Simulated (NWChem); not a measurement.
System: ZnI cation; SMILES [Zn+][I]

Computed with NWChem. Structure relaxed at the PBE0-D3(BJ)/def2-TZVP level. def2 effective core potentials on I; no spin-orbit coupling. Static field.

| level | isotropic polarisability (bohr³) | anisotropy (bohr³) |
|---|---|---|
| PBE/def2-SVPD | 51.9 | 33.8 |
| B3LYP/def2-SVPD | 51.6 | 34.5 |
| LC-BLYP (range parameter 0.33 per bohr)/def2-SVPD | 50.7 | 33.9 |
| LDA (Slater exchange, VWN5)/def2-SVPD | 51.5 | 34.1 |
